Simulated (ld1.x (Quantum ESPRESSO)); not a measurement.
## S (Z = 16) TM: all-electron and pseudo phase curves

* Element: sulfur (S)
* Generator: ld1.x (Quantum ESPRESSO) 7.5
* Type: norm-conserving Troullier–Martins (Kleinman–Bylander form)
* Functional: LDA (PZ)
* Relativity: non-relativistic
* Frozen core: [Ne]
* Valence charge: 6
* Reference configuration: 3s2 3p2 (charge +2)
* Partial waves: 3s (bound): rc 1.10 bohr; 3p (bound): rc 1.15 bohr; 3d channel at 0.45 Ry: rc 1.00 bohr
* Local potential: all-electron potential smoothed inside 0.80 bohr (lloc = -1)
* Core correction: Bessel-smoothed model core, default radius (core density twice the valence density)

The phase is arctan(r·u′/u) with u = r·R(r), unwrapped; energies in Ry, scanned from -5 to 5 Ry. A pole is an energy at which the radial function vanishes at the test radius. The pseudo phase is shifted by a multiple of π to meet the all-electron one at the reference energy, and phase errors are pseudo minus all-electron; the curves can meet again beyond the range given. Levels narrower than the energy grid can be missing from the lists of poles.

Question: For each channel, where are the poles, and over which energies does the pseudopotential scatter like the atom?

Answer:

```json
{"channel": "s", "radius (bohr)": "1.25", "reference energy (Ry)": "-2.89", "poles, all-electron": "none", "poles, pseudo": "-3.88", "unbroken range about the reference energy with phases within 0.05 rad": "-3.6 to -1.3", "phase error 1 Ry above the reference energy (rad)": "+0.028"}
{"channel": "p", "radius (bohr)": "1.25", "reference energy (Ry)": "-2.06", "poles, all-electron": "none", "poles, pseudo": "4.08", "unbroken range about the reference energy with phases within 0.05 rad": "below -0.5", "phase error 1 Ry above the reference energy (rad)": "-0.017"}
{"channel": "d", "radius (bohr)": "1.25", "reference energy (Ry)": "0.45", "poles, all-electron": "none", "poles, pseudo": "none", "unbroken range about the reference energy with phases within 0.05 rad": "the whole range", "phase error 1 Ry above the reference energy (rad)": "+0.000"}
```

Note: ghost state, extra bound levels that the all-electron valence spectrum of the same l lacks: s at -53.3 eV. A true bound ghost makes a file unfit for plane-wave use.

Phases in the p channel:

```tsv
E (Ry)	all-electron	pseudo
-5.00	1.072	1.056
-4.74	1.050	1.035
-4.48	1.025	1.012
-4.22	0.998	0.986
-3.96	0.968	0.957
-3.70	0.933	0.924
-3.44	0.895	0.887
-3.18	0.851	0.845
-2.92	0.801	0.797
-2.66	0.743	0.741
-2.40	0.677	0.676
-2.14	0.601	0.601
-1.88	0.512	0.512
-1.62	0.411	0.408
-1.36	0.296	0.288
-1.10	0.168	0.152
-0.84	0.029	0.000
-0.58	-0.117	-0.162
-0.32	-0.263	-0.326
-0.06	-0.405	-0.485
0.20	-0.536	-0.633
0.46	-0.654	-0.765
0.72	-0.759	-0.880
0.98	-0.850	-0.980
1.24	-0.930	-1.067
1.50	-0.998	-1.141
1.76	-1.058	-1.206
2.02	-1.110	-1.263
2.28	-1.155	-1.314
2.54	-1.195	-1.359
2.80	-1.231	-1.401
3.06	-1.262	-1.439
3.32	-1.291	-1.475
3.58	-1.316	-1.509
3.84	-1.339	-1.542
4.10	-1.360	-1.574
4.36	-1.379	-1.606
4.62	-1.397	-1.638
4.88	-1.413	-1.671
```
